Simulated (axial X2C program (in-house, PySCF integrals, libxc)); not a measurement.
ClOsCl: the levels of the configuration d6 s0 p(π)0

Computed with an in-house all-electron X2C program for linear molecules (integrals from PySCF): two-component X2C with atomic mean-field Coulomb and Gaunt terms, basis Cl dyall-av3z, Os dyall-v3z (cores contracted in-house). Orbitals come from Hartree–Fock averaged over the configuration Os d6 s0 p(π)0; CI then distributes these electrons over the d, s, p(π) shells of Os.

Cl–Os–Cl held linear, both bonds 2.301 Å (near the minimum of the configuration average).

Lowest levels of this model:

| Ω | energy (cm⁻¹) | g∥ | configuration |
| --- | --- | --- | --- |
| 4 | 0 | 11.85 | 100% d6 |
| 3 | 602 | 8.21 | 100% d6 |
| 2 | 1521 | 4.97 | 100% d6 |
| 0 | 2153 | 0.00 | 100% d6 |
| 1 | 2252 | 2.86 | 100% d6 |
| 1 | 3687 | 1.30 | 100% d6 |
| 0 | 4039 | 0.00 | 100% d6 |
| 2 | 4067 | 6.74 | 100% d6 |
| 0 | 4841 | 0.00 | 100% d6 |
| 3 | 5890 | 9.36 | 100% d6 |
| 2 | 6972 | 6.00 | 100% d6 |
| 1 | 7353 | 4.74 | 100% d6 |
| 1 | 7869 | 2.63 | 100% d6 |
| 0 | 7905 | 0.00 | 100% d6 |
| 0 | 8019 | 0.00 | 100% d6 |
| 3 | 11960 | 7.69 | 100% d6 |
| 0 | 12544 | 0.00 | 100% d6 |
| 2 | 12714 | 5.56 | 100% d6 |
| 4 | 13857 | 8.93 | 100% d6 |
| 5 | 14723 | 11.91 | 100% d6 |
| 3 | 15177 | 6.66 | 100% d6 |
| 0 | 15419 | 0.00 | 100% d6 |
| 4 | 16066 | 9.91 | 100% d6 |
| 0 | 16943 | 0.00 | 100% d6 |
| 4 | 19261 | 8.53 | 100% d6 |
| 5 | 20227 | 11.59 | 100% d6 |
| 6 | 22079 | 13.47 | 100% d6 |

g∥ is the magnitude of 2⟨Lz + ge Sz⟩ for the +Ω component.

From Ω and g∥ of the lowest level, whose 2⟨Lz + ge Sz⟩ is positive, find ⟨Sz⟩ and ⟨Lz⟩ (ge = 2.0023).

Ω = ⟨Lz⟩ + ⟨Sz⟩ = 4 and ⟨Lz⟩ + ge⟨Sz⟩ = 5.925, so ⟨Sz⟩ = 1.92 and ⟨Lz⟩ = 2.08.

Occupations of the active spinors in the lowest level by ω, shell by shell in order of energy: -5/2: 0.00; -3/2: 0.98 0.02 0.00; -1/2: 0.68 0.32 0.00 0.00; 1/2: 0.65 0.35 0.00 0.00; 3/2: 1.00 1.00 0.00; 5/2: 1.00. The leading determinant has weight 0.44 among 419.

This point took 4.5 s on 1 thread of AMD EPYC 7R43 64-Core Processor (Zen 3), with other jobs on the host.

Dynamic correlation is missing, so gaps between terms are too wide and other configurations may lie lower; the lowest level listed is that of this model, not necessarily the ground state. For d shells the ligand-field splittings (σ, π, δ) and their order can be off by a thousand cm⁻¹ or more. At most 4 roots were kept for each Ω > 0 (twice that for Ω = 0) within 3.2 eV of the lowest, so higher up levels can be missing between those listed; levels with Ω > 0 are doubly degenerate and listed once, Ω = 0 levels singly. Some active spinors are only partly of the character that their shell is named for, so the shell names and counts are nominal. States that fill the shells left empty in the average are placed too high. The molecule was held linear; bending was not examined.
